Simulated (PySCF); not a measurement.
**J couplings in [C₅H₁₀N₃]+**

Geometry:
| atom | x (Å) | y (Å) | z (Å) |
| --- | --- | --- | --- |
| C1 | -1.510 | 1.875 | 0.099 |
| C2 | -0.478 | 0.804 | 0.029 |
| N3 | 0.818 | 1.069 | -0.029 |
| N4 | 1.455 | -0.097 | -0.068 |
| C5 | 2.901 | -0.115 | -0.147 |
| C6 | 0.626 | -1.154 | -0.044 |
| C7 | -0.643 | -0.599 | 0.016 |
| N8 | -1.908 | -1.309 | 0.077 |
| H9 | -1.037 | 2.841 | -0.120 |
| H10 | -1.961 | 1.946 | 1.102 |
| H11 | -2.318 | 1.729 | -0.636 |
| H12 | 3.225 | 0.388 | -1.068 |
| H13 | 3.249 | -1.154 | -0.151 |
| H14 | 3.321 | 0.413 | 0.719 |
| H15 | 0.982 | -2.182 | -0.076 |
| H16 | -1.908 | -2.160 | -0.500 |
| H17 | -2.172 | -1.587 | 1.035 |
| H18 | -2.667 | -0.710 | -0.278 |

Total charge +1.

Method: B3LYP/pcJ-1 (spin–dipole term only in couplings to heteroatoms)//PBE0-D3(BJ)/def2-SVP, PySCF; isolated molecule, single conformer, non-relativistic. Couplings are averaged over pairs made equivalent by symmetry, fast rotation or ring inversion, so a value needn't be that of the named pair in this geometry, while other rotamers aren't included; one pair stands for each set, and the list holds a selection of those of at least 1.5 Hz over up to four bonds.

Isotopes: 13C, 1H, 15N.

| pair | bonds | J (Hz) |
| --- | --- | --- |
| C1, C2 | 1 | ? |
| C1, H9 | 1 | 137.3 |
| C2, C7 | 1 | 64.3 |
| N3, N4 | 1 | -13.5 |
| N4, C5 | 1 | -15.1 |
| N4, C6 | 1 | -16.4 |
| C5, H12 | 1 | ? |
| C6, C7 | 1 | 90.4 |
| C6, H15 | 1 | 201.0 |
| C7, N8 | 1 | -9.8 |
| N8, H16 | 1 | ? |
| C2, C6 | 2 | 7.6 |
| C2, N8 | 2 | ? |
| C2, H9 | 2 | -5.8 |
| N3, C6 | 2 | ? |
| N3, C7 | 2 | 2.3 |
| N4, C7 | 2 | ? |
| N4, H15 | 2 | -2.8 |
| C5, C6 | 2 | 5.3 |
| C7, H16 | 2 | -4.3 |
| H12, H13 | 2 | ? |
| H16, H17 | 2 | -15.4 |
| C1, N4 | 3 | -3.7 |
| N3, H12 | 3 | ? |
| C6, H12 | 3 | 3.4 |
| C6, H16 | 3 | 3.0 |

Problem. Estimate the withheld couplings, with signs.

Solution. 
- 1J(C1,C2) = 58.0 Hz (bond length 1.489 Å)
- 1J(C5,H12) = 150.5 Hz (mean over equivalent pairs that range from 143.4 to 154.0 Hz in this conformer)
- 1J(N8,H16) = -78.9 Hz (bond length 1.029 Å)
- 2J(C2,N8) = -1.9 Hz (angle at C7 126°)
- 2J(N3,C6) = 2.0 Hz (angle at N4 113°)
- 2J(N4,C7) = -11.1 Hz (angle at C6 105°)
- 2J(H12,H13) = -14.8 Hz
- 3J(N3,H12) = -2.6 Hz (mean over equivalent pairs that range from -6.4 to -0.7 Hz in this conformer)
